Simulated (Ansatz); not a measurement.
PPAsAs tetrahedron (As2P2). Charge 0, multiplicity 3. Geometry r2SCAN-D4/def2-SVP, that of the neutral singlet; atoms count from 1.

| atom | x (Å) | y (Å) | z (Å) |
| --- | --- | --- | --- |
| P1 | -1.337 | -0.168 | 0.317 |
| P2 | 0.702 | -0.963 | 0.704 |
| As3 | 0.441 | 1.335 | 0.420 |
| As4 | 0.194 | -0.204 | -1.440 |

At PBE0-D4/def2-TZVP a singlet of charge 0 lies 3.91 eV below the triplet at the same geometry.

Estimate the Mulliken populations from the PBE0/def2-TZVP orbitals of Ansatz.


| atom | charge (e) | spin (α − β) |
| --- | --- | --- |
| P1 | -0.06 | 0.04 |
| P2 | -0.06 | 0.04 |
| As3 | 0.06 | 0.96 |
| As4 | 0.06 | 0.96 |
Mulliken values and Mayer orders depend strongly on the basis.

Where does the spin sit?

Summed by element: P 0.07, As 1.93, of 2 unpaired in all. Largest on single atoms: As3 0.96, As4 0.96, P1 0.04.

And the Mayer bond orders between bonded heavy atoms (over 0.3)?

P1–P2 1.04 (2.22 Å); P1–As3 1.02 (2.33 Å); P1–As4 1.02 (2.33 Å); P2–As3 1.02 (2.33 Å); P2–As4 1.02 (2.33 Å).
